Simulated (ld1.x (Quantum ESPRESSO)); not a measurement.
Values are calculated unless marked as measured or tabulated.
## Potentials for Ni (Z = 28) compared

Generated with ld1.x 7.5 (TM, RRKJ, ultrasoft, PAW), atompaw 4.2 or ONCVPSP 4.0.1. The cutoff is in Ry: for ld1.x and atompaw files where the sum of valence levels is converged to 10 mRy in a Bessel basis, for ONCV files where the hardest occupied wave has 1 mHa per electron of residual kinetic energy. The error is the largest all-electron minus pseudo excitation energy over each file’s own four to seven test configurations (ionisations up to +4, promotions, holes and added fractions of an electron), all of which were solved. The labels leave out finer settings (local radius, basis sizes, second energies), which also bear on the numbers. Spin-polarised tests are not counted. The rows are a selection from randomly drawn settings: files with unsolved tests, undetermined cutoffs or missed reference levels are left out.

A true bound ghost makes a file unfit for plane-wave use even where its test errors are small: the radial tests pick states by their node count and pass the ghost by.

| potential | cutoff (Ry) | largest error (meV) | bound ghosts |
| --- | --- | --- | --- |
| RRKJ, PBEsol, scalar-relativistic, rc 2.45/0.80/1.05 (spd), local s, core correction yes, reference 3p6 3d8 4s2 4p0 | 230 | -1643 | none |
| RRKJ, PBE, scalar-relativistic, rc 1.65/1.70/1.55/1.65 (spdf), local s, core correction no, reference 3d8 4s0 4p0 | 80 | -925 | p |

(1) Fill in the row for Ni: RRKJ, PBEsol, scalar-relativistic, rc 1.05/0.85/1.05 (spd), local s, core correction yes, reference 3s2 3p6 3d7 4s0 4p0.

(2) Fill in the row for Ni: RRKJ, PBEsol, scalar-relativistic, rc 1.80/0.90/0.75 (spd), local smoothed, core correction yes, reference 3p6 3d8 4s1.75 4p0.

(3) Fill in the row for Ni: RRKJ, PBEsol, scalar-relativistic, rc 1.65/1.80/0.75 (spd), local s, core correction no, reference 3d7 4s0 4p0.

Results:

(1) cutoff 200 Ry, largest error +1347 meV, bound ghosts: none.

(2) cutoff 300 Ry, largest error -148 meV, bound ghosts: s.

(3) cutoff 300 Ry, largest error -1359 meV, bound ghosts: none.
